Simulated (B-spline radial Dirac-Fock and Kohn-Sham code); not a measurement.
## Elastic and transport cross sections of iridium for electrons

Model: relativistic (Dirac) partial waves in the static field of the Dirac-Fock atom with Furness-McCarthy exchange, without polarisation or absorption potentials. Program: a B-spline atomic structure program. σ_tr1 and σ_tr2 weight the cross section with 1 − P₁ and 1 − P₂ of cos θ; "backward" is the share scattered beyond 90°.

| energy (eV) | σ (a₀²) | σ_tr1 (a₀²) | σ_tr2 (a₀²) | σ/σ_tr1 | backward (%) |
| --- | --- | --- | --- | --- | --- |
| 772 | 11.2 | 2.96 | 2.92 | 3.76 | 11 |
| 847 | 10.7 | 2.79 | 2.64 | 3.83 | 11 |
| 985 | 9.94 | 2.50 | 2.25 | 3.98 | 11 |
| 1000 | 9.87 | 2.47 | 2.21 | 4.00 | 11 |
| 1250 | 8.89 | 2.04 | 1.77 | 4.36 | 10 |
| 1440 | 8.32 | 1.78 | 1.55 | 4.67 | 9.6 |
| 1500 | 8.16 | 1.71 | 1.49 | 4.77 | 9.4 |
| 1870 | 7.34 | 1.36 | 1.24 | 5.39 | 8.1 |
| 2000 | 7.10 | 1.26 | 1.17 | 5.61 | 7.7 |
| 2110 | 6.91 | 1.19 | 1.12 | 5.80 | 7.4 |
| 2260 | 6.68 | 1.10 | 1.06 | 6.06 | 7.0 |
| 2810 | ? | ? | ? | ? | ? |
| 3000 | 5.79 | 0.788 | 0.841 | 7.35 | 5.3 |
| 3540 | 5.32 | 0.641 | 0.729 | 8.30 | 4.5 |
| 5000 | 4.44 | 0.410 | 0.528 | 10.8 | 3.2 |
| 7150 | 3.66 | 0.252 | 0.364 | 14.5 | 2.2 |
| 10000 | 3.04 | 0.157 | 0.249 | 19.3 | 1.6 |

**Question.** Fill in the row for 2.81 keV.

**Answer.** σ = 5.99 a₀², σ_tr1 = 0.853 a₀², σ_tr2 = 0.889 a₀², σ/σ_tr1 = 7.02, backward 5.7 %. The ratio σ/σ_tr1 is roughly the number of elastic collisions that randomise the direction.

Values without a named source are computed, but for edge energies of neutral atoms, which are taken from tables.
